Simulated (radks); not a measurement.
Results of a calculation; reference values are marked as such.
Q: Coherent X-ray form factor from a spherical all-electron density. Code: a radial shooting solver on a logarithmic mesh with Libxc functionals. Model: Dirac Kohn-Sham, PBE, spin-unpolarised, spherical densities, finite nucleus; Fermi nuclear charge, rms radius of each element as measured or else 0.836 A^(1/3) + 0.57 fm.

sin(theta)/lambda (1/angstrom)  f0 (electrons)
0.05                                    52.095
0.1                                     49.692
0.15                                    46.495
0.2                                     43.164
0.25                                    40.071
0.3                                     37.321
0.4                                     32.669
0.5                                     28.771
0.6                                     25.470
0.8                                     20.631
1                                       17.591
1.25                                    14.876
1.5                                     12.484
2                                        8.561

The species is in the configuration that NIST lists as its ground one. Which atom or ion scatters so?

A: The xenon ion Xe+, [Kr] 4d10 5s2 5p5. Extrapolating in s^2 from the first two rows gives f0(0) = 52.9, near the electron count 53; among species with that count, the fall with angle is slower the higher Z, and the table is that of Z = 54; from so few rows the species is fixed only to a neighbour or two.
